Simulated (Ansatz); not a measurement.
A CCSD(T) single point on CH7ClSi2 (`C[SiH2][SiH2]Cl`).

```yaml
crystal:
  periodic: [false, false, false]
  atoms:
    - {symbol: C, position_ang: [-0.254843, 1.675515, 0.256442]}
    - {symbol: Si, position_ang: [-0.284611, 0.165617, -0.851544]}
    - {symbol: Si, position_ang: [0.566123, -1.693987, 0.284599]}
    - {symbol: Cl, position_ang: [-0.483193, -1.891961, 2.059246]}
    - {symbol: H, position_ang: [0.768237, 1.928620, 0.542237]}
    - {symbol: H, position_ang: [-0.826725, 1.488436, 1.167709]}
    - {symbol: H, position_ang: [-0.691130, 2.537240, -0.253216]}
    - {symbol: H, position_ang: [0.535719, 0.381252, -2.077819]}
    - {symbol: H, position_ang: [-1.674987, -0.153384, -1.278570]}
    - {symbol: H, position_ang: [0.410684, -2.963287, -0.470934]}
    - {symbol: H, position_ang: [2.000024, -1.531161, 0.642350]}
basis:
  gaussian: {orbitals: def2-TZVPP}
correlation: {method: ccsd_t}
output: {orbitals: {seedname: orbitals}}
```

```sh
$ ansatz run in.yaml --threads 2 --pin off --events-out ev --progress --plain --max-ram 32768MiB --backend cuda --devices 0, --max-vram 18GiB
```

Log, shortened:

```
Functional definition: HF
1447 factors; integrals over basis functions are off by at most 1.0e-3 eV
mean field evaluation 1: about -29369.6136 eV, gradient 2.7e1 eV
mean field evaluation 2: about -29369.8519 eV, gradient 2.8e1 eV
mean field evaluation 4: about -29372.3695 eV, gradient 3.1e0 eV
mean field evaluation 8: about -29372.4160 eV, gradient 1.1e-1 eV
mean field -29372.41602992 eV, -1079.4163797610 hartree, gradient 4.2e-6 eV, S^2 0.000000; 0 other end points of the search recorded, 0 dependent functions left out
16 core orbitals not correlated: weight in the atoms' cores, before any rotation towards them, 1.000 or more for the frozen orbitals, at most 0.000 for the correlated occupied ones
reference -29372.41602992 eV, -1079.4163797610 hartree; 13, 13 occupied and 226, 226 virtual orbitals, 1447 factors
second order -16.84318334 eV of doubles, -0.00000000 eV of singles
cycle   1  -18.11736848 eV  change    -1.3e0 eV  update   8.9e-2
cycle   2  -18.62345724 eV  change   -5.1e-1 eV  update   2.7e-2
cycle   3  -18.67528411 eV  change   -5.2e-2 eV  update   9.6e-3
cycle   4  -18.66926403 eV  change    6.0e-3 eV  update   2.8e-3
cycle   5  -18.66825651 eV  change    1.0e-3 eV  update   9.7e-4
cycle   6  -18.66816672 eV  change    9.0e-5 eV  update   2.9e-4
cycle   7  -18.66814152 eV  change    2.5e-5 eV  update   8.3e-5
cycle   8  -18.66816247 eV  change   -2.1e-5 eV  update   2.9e-5
perturbative correction -0.71207696 eV, -0.0261683455 hartree
Total energy: -29391.79626935 eV, -1080.1285904235 hartree
```

Hardware: 2 threads of an AMD EPYC 7R13 on a shared host and a share of an NVIDIA H100 80 GB. Wall time 9.5 s, peak host memory 0.78 GiB.

MP2 recovers 86.9 % of the CCSD(T) correlation energy and the triples give 3.7 %; T1 = 0.0105.
